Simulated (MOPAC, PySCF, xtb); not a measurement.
Ligands exchanged one at a time, B Br-OH. Gas-phase values, no solvent. One relaxed conformer stands for each flexible species; it need not be the lowest. Strings in code marks are SMILES.

Quantity: redistribution energy (mixed species minus the weighted end members), in kcal/mol. Semi-empirical values (MOPAC) are differences of heats of formation.

Level 1: PBE0-D3(BJ)/def2-TZVP (PySCF)
Level 2: PBE/6-31G* // PBE0-D3(BJ)/def2-TZVP (PySCF)
Level 3: GFN2-xTB (xtb)
Level 4: PM7 // PBE0-D3(BJ)/def2-TZVP (MOPAC)

```json
[
 {"species": "1 of 3 Br replaced by OH: `OB(Br)Br` (H–O–B–Br torsion 0°)", "level 2": "-2.82", "level 3": "-6.48", "level 4": "-1.24"},
 {"species": "2 of 3 Br replaced by OH: `OB(O)Br` (H–O–B–Br torsion -180°, Br–B–O–H torsion 180°)", "level 2": "2.32", "level 3": "-4.98", "level 4": "-1.53"}
]
```

Task: What does level 1 give for each?

Result: 
- 1 of 3 Br replaced by OH: `OB(Br)Br` (H–O–B–Br torsion 0°): -1.81
- 2 of 3 Br replaced by OH: `OB(O)Br` (H–O–B–Br torsion -180°, Br–B–O–H torsion 180°): 3.00
